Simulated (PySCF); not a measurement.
## Working out the ionisation energy of Pb

Pb [Xe] 4f14 5d10 6s2 6p2 (3P) → Pb⁺ [Xe] 4f14 5d10 6s2 6p1 (2P). Calculation: PySCF 2.14, in aug-cc-pVQZ-PP with ECP60MDF; scalar relativity through the core potential. Frozen: 5s2 5p6 5d10. Energies in hartree (1 hartree = 27.21139 eV):

```csv
part,Pb (lower),Pb⁺ (upper)
UHF,-191.836173,-191.594980
CCSD correlation,-0.049248,-0.037590
(T),-0.001268,-0.000474
```

What does Hartree-Fock give?

(-191.594980) − (-191.836173) = 0.241193 hartree = 6.563 eV.

What do CCSD and CCSD(T) give?

The CCSD correlation energies differ by 0.011658 hartree = 0.317 eV and the triples by 0.000794 hartree = 0.022 eV, so CCSD gives 6.880 eV and CCSD(T) 6.902 eV.

Reference: 7.417 eV (measured; NIST Atomic Spectra Database, ionization energies), between the lowest levels; spin-orbit coupling is absent from the calculation.

What remains against the reference includes basis incompleteness, the frozen core and higher excitations.
